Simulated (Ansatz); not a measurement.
`[F][Sn]([F])([F])[Cl]` + H₂O → `[OH][Sn]([F])([F])[F]` + HCl at 600 K and 1 bar (formal hydrolysis of the Sn–Cl bond).

Program: Ansatz. Geometries: PBE0-D4/def2-TZVP. ΔE: electronic, gas phase. CCSD(T)/CBS adds triple-zeta CCSD(T) − MP2 to the extrapolated MP2 energy (def2 sets, frozen cores). This one scheme is used for every species. Elements past krypton have def2 core potentials. For Sn outer-core shells are correlated without core-valence functions, which leaves a few kJ/mol of doubt a bond. Each species was taken in one conformer, which may not be the lowest.

```tsv
species	CCSD(T)/CBS energy (Eh)	H − E (kJ/mol)	S (J/(mol·K))
`[F][Sn]([F])([F])[Cl]`	-973.31691	68.7	414.7
H₂O	-76.37941	76.8	212.8
`[OH][Sn]([F])([F])[F]`	-589.29279	104.2	437.8
HCl	-460.38127	35.4	207.2
```

H − E and S are ideal-gas, rigid-rotor, harmonic terms from PBE0-D4/def2-TZVP, for one conformer and one mirror image of each species. 1 Eh = 2625.50 kJ/mol, R = 8.31446 J/(mol·K).

Question: By hand: ΔE, ΔH, ΔS and ΔG.

Answer: ΔE = (-589.29279) + (-460.38127) − (-973.31691) − (-76.37941) = 0.02226 Eh = 58.4 kJ/mol. Δ(H − E) = 104.2 + 35.4 − 68.7 − 76.8 = -5.9, so ΔH = 52.5 kJ/mol. ΔS = 437.8 + 207.2 − 414.7 − 212.8 = 17.5 J/(mol·K). ΔG = 52.5 − 600 × (17.5)/1000 = 42.0 kJ/mol.

Question: By hand: the equilibrium constant, and the temperature at which ΔG would vanish if ΔH and ΔS stayed fixed.

Answer: log₁₀ K = −ΔG/(RT ln 10) = -3.7. ΔG = 0 at ΔH/ΔS = 3000 K, far beyond where these terms or the molecules hold.

ΔH outweighs TΔS. A doubt of 5 kJ/mol in ΔE shifts log₁₀ K by 0.4 here. Other conformers and mirror images would add mixing entropy, several J/(mol·K) or more a flexible species. These are equilibria of isolated gas molecules and say nothing of rates. Largest T1 diagnostic: 0.015 (customary marks: 0.02 for closed shells, 0.045 for open ones).
